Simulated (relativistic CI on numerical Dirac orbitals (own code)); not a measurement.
# What each ingredient does to the levels of Ga29+

Base calculation: Dirac-Coulomb-Breit CI, orbitals from a KLI potential per configuration, model QED (radiative potential, 1s self-energy scaled to tabulated hydrogen-like ionisation energies), unscaled Slater integrals.

Configuration list: 1s2, 1s 2s, 1s 2p, 1s 3s, 1s 3p, 1s 3d, 1s 4s, 1s 4p, 1s 4d, 1s 4f, 1s 5s, 1s 5p, 1s 5d, 1s 5f, 1s 5g, 1s 6s, 1s 6p, 1s 6d. Levels of other configurations are missing.

Variants: (1) non-relativistic limit. Shifts of the energy above 1s2 1S_0, in eV, for the lowest level and the first level of each name with at least 55 % of one term (blank where a level changes its place among those of its configuration and J or its character, or is not in the variant):

```
      Level     Base    Δ(1)
   1s2 1S_0      0.0     0.0
 1s 2s 3S_1   9534.1   -94.8
1s 2p 3P°_0   9570.4   -99.9
1s 2p 3P°_1   9573.0  -102.5
 1s 2s 1S_0   9573.2   -98.6
1s 2p 3P°_2   9605.9  -135.4
1s 2p 1P°_1   9627.1  -129.5
 1s 3s 3S_1  11303.0  -126.8
1s 3p 3P°_0  11313.0  -128.2
 1s 3s 1S_0  11313.4  -127.9
1s 3p 3P°_1  11313.7  -129.0
1s 3p 3P°_2  11323.6  -138.8
 1s 3d 3D_2  11328.6  -138.7
 1s 3d 3D_1  11328.8  -138.9
```

At this charge energies of transitions that change n are usually good to better than 1 %, and those within a shell (Δn = 0) to a few per cent.

Ionisation energy from the two ground configurations alone: base 12694.9 eV. The NIST ASD value (theoretical) is 12696.6 eV.

LS names give the leading component of a level, which can be under half, so a name can repeat, a term be missing and a line seem to break the LS rules.
